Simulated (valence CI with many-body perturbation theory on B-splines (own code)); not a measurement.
The numbers below are computed, except where a source is named.
**Hyperfine factors and g values of Zr³³⁺**

Level of theory: relativistic CI+MBPT: five valence electrons over a frozen Dirac-Fock core [He], a basis of 11 s, 11 p, 10 d, 8 f, 5 g, 2 h functions for each j, with the one-electron correlation potential Σ1 (screened to all orders), the two-electron term Σ2, the three-electron term Σ3, Breit, model QED; selected single and double excitations, second order for the rest, scaled by the run's own slope (own B-spline code, finite nucleus).

No measured spectrum was set against this ion. As an estimate, large intervals hold to a few tenths of a per cent, small ones and those within an open d or f shell to about a per cent. Among the levels kept, up to 10000 cm⁻¹ of a level comes from second order outside the variational space, and about a tenth of that is noise between levels of different J, which matters for small intervals.

A/g_I is the dipole constant over the nuclear g factor μ/I (μ in nuclear magnetons, uniformly magnetised nucleus), B/Q the quadrupole constant per barn. Both hold the static response of the core; the bare values leave it out. Large factors of s and p1/2 electrons are usually good to 5 to 10 %; those of open d and f shells near neutrality can be off by tens of per cent, and small factors of p3/2, d and f electrons come from cancelling terms and can be off by a factor of two or in sign, in half-filled shells by more. B is blank for J = 1/2, where it vanishes, and for nearly pure S terms. Energies count from the lowest level.

Levels are named by their leading jj configuration (3d3/2^4 stands for four electrons in 3d with j = 3/2), which in mixed levels can hold well under half, so a name can repeat and another be missing. Letters in brackets count levels of one name in rising energy.

```csv
Level,E (Ry),g,A/g_I (MHz),A/g_I bare,B/Q (MHz/b),B/Q bare
(2s^2 2p1/2^2 2p3/2) J=3/2,0.00,1.468,95300,101000,163000,164000
(2s^2 2p1/2 2p3/2^2) J=3/2,5.75,1.384,15300,20500,70300,70500
(2s^2 2p1/2 2p3/2^2) J=5/2,6.84,1.190,222000,224000,-1120,-1120
(2s^2 2p1/2 2p3/2^2) J=1/2,8.28,0.653,658000,652000,,
(2s^2 2p3/2^3) J=3/2,14.03,1.256,120000,123000,-235000,-235000
(2s 2p1/2^2 2p3/2^2) J=5/2,16.38,1.528,496000,494000,119000,119000
(2s 2p1/2^2 2p3/2^2) J=1/2,19.47,2.320,1770000,1750000,,
(2s 2p1/2^2 2p3/2^2) J=3/2,19.49,1.373,-98800,-87400,-126000,-127000
(2s 2p1/2 2p3/2^3) J=3/2 [a],23.63,1.322,314000,313000,-169000,-169000
(2s 2p1/2 2p3/2^3) J=5/2,25.14,1.253,615000,608000,-330000,-331000
(2s 2p1/2 2p3/2^3) J=1/2,26.76,1.516,-181000,-168000,,
(2s 2p1/2 2p3/2^3) J=3/2 [b],27.61,1.145,53900,61500,40600,40700
(2s 2p3/2^4) J=1/2,33.80,1.471,1810000,1780000,,
(2p1/2^2 2p3/2^3) J=3/2,39.44,1.325,105000,112000,-208000,-208000
(2p1/2 2p3/2^4) J=1/2,46.14,0.653,659000,650000,,
(2s^2 2p1/2^2 3s) J=1/2,175.05,2.071,562000,555000,,
(2s^2 2p1/2^2 3p1/2) J=1/2,178.29,0.667,182000,180000,,
(2s^2 2p1/2^2 3p3/2) J=3/2,180.62,1.341,32100,33500,49100,49200
(2s^2 2p1/2 2p3/2 3s) J=3/2 [a],180.90,1.682,156000,158000,138000,138000
(2s^2 2p1/2 2p3/2 3s) J=1/2,181.29,1.266,-211000,-201000,,
(2s^2 2p1/2 2p3/2 3s) J=5/2,181.79,1.375,309000,309000,128000,128000
(2s^2 2p1/2 2p3/2 3s) J=3/2 [b],182.08,1.022,204000,207000,86000,86300
(2s^2 2p1/2^2 3d3/2) J=3/2,184.02,0.772,19900,19700,6060,6200
(2s^2 2p1/2 2p3/2 3p1/2) J=1/2,184.12,1.662,-88300,-79200,,
(2s^2 2p1/2 2p3/2 3p1/2) J=3/2 [a],184.45,1.154,151000,154000,20900,21000
(2s^2 2p1/2^2 3d5/2) J=5/2,184.99,1.200,6960,7090,-3400,-3240
(2s^2 2p1/2 2p3/2 3p1/2) J=5/2,185.09,1.133,233000,235000,121000,122000
(2s^2 2p1/2 2p3/2 3p3/2) J=5/2 [a],186.12,1.428,4320,7990,221000,222000
(2s^2 2p1/2 2p3/2 3p1/2) J=3/2 [b],186.20,1.423,151000,155000,135000,136000
(2s^2 2p1/2 2p3/2 3p3/2) J=1/2 [a],186.35,1.775,-154000,-148000,,
(2s^2 2p1/2 2p3/2 3p3/2) J=3/2 [a],186.70,1.235,193000,193000,-104000,-105000
(2s^2 2p1/2 2p3/2 3p3/2) J=7/2,187.04,1.270,153000,155000,181000,181000
(2s^2 2p1/2 2p3/2 3p3/2) J=3/2 [b],187.40,1.340,62600,66300,51100,51200
(2s^2 2p1/2 2p3/2 3p3/2) J=5/2 [b],187.90,1.186,197000,198000,20900,20900
(2s^2 2p3/2^2 3s) J=5/2,188.35,1.408,212000,213000,85100,85300
(2s^2 2p1/2 2p3/2 3p3/2) J=1/2 [b],188.58,0.704,649000,645000,,
(2s^2 2p3/2^2 3s) J=3/2,188.70,1.134,30900,36700,32700,32800
(2s 2p1/2^2 2p3/2 3s) J=5/2,189.64,1.801,545000,543000,107000,107000
(2s^2 2p1/2 2p3/2 3d3/2) J=3/2 [a],189.94,0.942,42900,44100,-104000,-104000
(2s^2 2p1/2 2p3/2 3d3/2) J=5/2 [a],190.05,0.986,106000,107000,-37600,-37700
```

(1) Take the isotope of mass number 91, with I = 5/2, μ = -1.3022 μN and Q = -0.176 b. What is the hyperfine structure of (2s 2p1/2^2 2p3/2^2) J=3/2?

Results:

(1) From the table A = 51500 MHz, B = 22200 MHz. Shifts from the centre of gravity in MHz: F = 1: -255000, F = 2: -170000, F = 3: -25100, F = 4: 199000.
